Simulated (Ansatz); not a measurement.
The cluster Cu₄Se₂. Charge 0, multiplicity 1. Geometry B3LYP-D4/def2-SVP.

```xyz
6

Cu    1.1937   -1.0064    0.0995
Cu   -0.0367    0.6643   -1.4162
Cu   -1.1006   -0.3801    0.4741
Cu   -0.3744   -1.7012   -1.5711
Se    0.7627    0.3914    1.9509
Se   -0.4447    2.0320    0.4627
```

No other spin state of charge 0 was run. Another isomer (singlet) lies 0.92 eV lower at PBE0-D4/def2-TZVP; other spin states weren't run for this one.

Q: Estimate the orbital energies around the gap (eV) in Ansatz with PBE-D4/def2-TZVP, r2SCAN-D4/def2-TZVP, r2SCANh-D4/def2-TZVP, PBE0-D4/def2-TZVP, r2SCAN0-D4/def2-TZVP.

A: 
```json
{"orbital": "HOMO−5", "PBE-D4/def2-TZVP": "-5.91", "r2SCAN-D4/def2-TZVP": "-6.02", "r2SCANh-D4/def2-TZVP": "-6.71", "PBE0-D4/def2-TZVP": "-7.68", "r2SCAN0-D4/def2-TZVP": "-7.81"}
{"orbital": "HOMO−4", "PBE-D4/def2-TZVP": "-5.87", "r2SCAN-D4/def2-TZVP": "-5.98", "r2SCANh-D4/def2-TZVP": "-6.68", "PBE0-D4/def2-TZVP": "-7.55", "r2SCAN0-D4/def2-TZVP": "-7.67"}
{"orbital": "HOMO−3", "PBE-D4/def2-TZVP": "-5.62", "r2SCAN-D4/def2-TZVP": "-5.71", "r2SCANh-D4/def2-TZVP": "-6.32", "PBE0-D4/def2-TZVP": "-7.10", "r2SCAN0-D4/def2-TZVP": "-7.22"}
{"orbital": "HOMO−2", "PBE-D4/def2-TZVP": "-5.37", "r2SCAN-D4/def2-TZVP": "-5.43", "r2SCANh-D4/def2-TZVP": "-5.80", "PBE0-D4/def2-TZVP": "-6.24", "r2SCAN0-D4/def2-TZVP": "-6.32"}
{"orbital": "HOMO−1", "PBE-D4/def2-TZVP": "-5.17", "r2SCAN-D4/def2-TZVP": "-5.23", "r2SCANh-D4/def2-TZVP": "-5.65", "PBE0-D4/def2-TZVP": "-6.17", "r2SCAN0-D4/def2-TZVP": "-6.25"}
{"orbital": "HOMO", "PBE-D4/def2-TZVP": "-4.71", "r2SCAN-D4/def2-TZVP": "-4.80", "r2SCANh-D4/def2-TZVP": "-5.16", "PBE0-D4/def2-TZVP": "-5.60", "r2SCAN0-D4/def2-TZVP": "-5.69"}
{"orbital": "LUMO", "PBE-D4/def2-TZVP": "-3.36", "r2SCAN-D4/def2-TZVP": "-3.22", "r2SCANh-D4/def2-TZVP": "-2.90", "PBE0-D4/def2-TZVP": "-2.52", "r2SCAN0-D4/def2-TZVP": "-2.45"}
{"orbital": "LUMO+1", "PBE-D4/def2-TZVP": "-3.09", "r2SCAN-D4/def2-TZVP": "-2.94", "r2SCANh-D4/def2-TZVP": "-2.62", "PBE0-D4/def2-TZVP": "-2.25", "r2SCAN0-D4/def2-TZVP": "-2.18"}
{"orbital": "LUMO+2", "PBE-D4/def2-TZVP": "-2.62", "r2SCAN-D4/def2-TZVP": "-2.48", "r2SCANh-D4/def2-TZVP": "-2.13", "PBE0-D4/def2-TZVP": "-1.66", "r2SCAN0-D4/def2-TZVP": "-1.60"}
{"orbital": "LUMO+3", "PBE-D4/def2-TZVP": "-2.49", "r2SCAN-D4/def2-TZVP": "-2.25", "r2SCANh-D4/def2-TZVP": "-1.94", "PBE0-D4/def2-TZVP": "-1.63", "r2SCAN0-D4/def2-TZVP": "-1.50"}
{"orbital": "LUMO+4", "PBE-D4/def2-TZVP": "-1.52", "r2SCAN-D4/def2-TZVP": "-1.22", "r2SCANh-D4/def2-TZVP": "-0.93", "PBE0-D4/def2-TZVP": "-0.70", "r2SCAN0-D4/def2-TZVP": "-0.52"}
{"orbital": "LUMO+5", "PBE-D4/def2-TZVP": "-0.53", "r2SCAN-D4/def2-TZVP": "-0.26", "r2SCANh-D4/def2-TZVP": "0.07", "PBE0-D4/def2-TZVP": "0.39", "r2SCAN0-D4/def2-TZVP": "0.55"}
```
